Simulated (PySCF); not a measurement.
Vertical excitations of a molecule C₄H₇F from TDDFT-PBE/def2-SVPD (PySCF), as energy in eV (oscillator strength): 5.80 (0.000), 6.48 (0.000), 6.83 (0.006), 6.90 (0.392), 7.30 (0.008), 7.77 (0.005), 8.02 (0.050), 8.07 (0.000), 8.30 (0.001), 8.46 (0.006). Lowest triplet (TDA): 4.39 eV. Coordinates come from a ωB97X-D3(BJ)/def2-SVP optimisation. Other conformers were not sampled.

Q: Pick the molecule that these values belong to.
A. CC/C=C\F
B. C/C=C(\C)F
C. C=C(F)CC
D. C=C[C@H](C)F

A: B, C/C=C(\C)F
